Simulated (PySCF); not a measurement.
F²⁺: excitation energy

F²⁺ [He] 2s2 2p3 (4S) → F²⁺ [He] 2s1 2p4 (4P), as a difference of total energies. Calculation: PySCF 2.14, in def2-TZVPP; the non-relativistic Hamiltonian (point nucleus). Correlated levels: valence: 1s2 frozen. The calculations carry no spin-orbit coupling.

| method | excitation energy (eV) |
| --- | --- |
| UHF | 18.831 |
| MP2 (valence) | 18.873 |
| SCS-MP2 (valence) | 18.884 |
| CCSD (valence) | 18.847 |
| CCSD(T) (valence) | 18.844 |
| CCSDT (valence) | 18.843 |

A first-order spin-orbit estimate (lowest level to lowest level, LS coupling) adds -0.023 eV.
